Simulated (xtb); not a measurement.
C2H7BO3, SMILES [C@@H](O)(B(O)O)C. All values are semi-empirical tight-binding results from xtb (GFN2-xTB unless named), good for trends rather than for accurate numbers. Geometry optimised at GFN2-xTB. The structure was generated by enumeration; whether it is a known compound was not checked. Other conformers were not sampled.

### Question
Estimate the properties. (Estimate from the structure and the level; the computed values follow.)

### Answer

```yaml
orbital_gap: 6.67 eV
dipole_moment: 0.90 D
zero_point_energy: 63.4 kcal/mol
G − E(el) at 298.15 K (modified RRHO): 43.9 kcal/mol
static polarisability (D4 model): 53.7 bohr³
solvation energy, GFN2-xTB/ALPB(water): -10.3 kcal/mol
solvation energy, GFN2-xTB/ALPB(methanol): -9.2 kcal/mol
```

Computed IR lines (harmonic; lines under 4 % of the strongest left out, lines within 3 cm⁻¹ merged):
ν (cm⁻¹): 326 (w), 365 (m), 424 (w), 455 (w), 574 (w), 616 (w), 663 (s), 716 (w), 928 (w), 962 (m), 989 (m), 1108 (w), 1180 (m), 1244 (vs), 1297 (w), 1325 (m), 1342 (s), 2846 (m), 2993 (w), 3035 (w), 3061 (w), 3590 (w), 3605 (w) (against the strongest line: vs over 80 %, s over 45 %, m over 15 %, w over 4 %, vw less)
